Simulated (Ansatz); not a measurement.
Reaction (redistribution): `BCS[SiH2]F` + `CN([SiH3])CF` → `CN([SiH3])[SiH2]F` + `BCSCF`

Isolated molecules relaxed with PBE0-D4/def2-TZVP in Ansatz; ΔE leaves out vibrations. CCSD(T)/CBS is the MP2 limit (def2-TZVPP, def2-QZVPP) plus CCSD(T) − MP2 in def2-TZVPP, frozen cores. Functionals use def2-TZVPP. Each species was taken in one conformer, which may not be the lowest.

```
            species  PBE0 energy (Eh)
       `BCS[SiH2]F`        -853.79853
     `CN([SiH3])CF`        -524.84259
`CN([SiH3])[SiH2]F`        -776.24278
            `BCSCF`        -602.39804
```

**Question.** Work out ΔE.

**Answer.** ΔE = (-776.24278) + (-602.39804) − (-853.79853) − (-524.84259) = 0.00030 Eh = +0.8 kJ/mol. CCSD(T)/CBS gives -7.3 kJ/mol.

Largest T1 diagnostic among the species: 0.011.
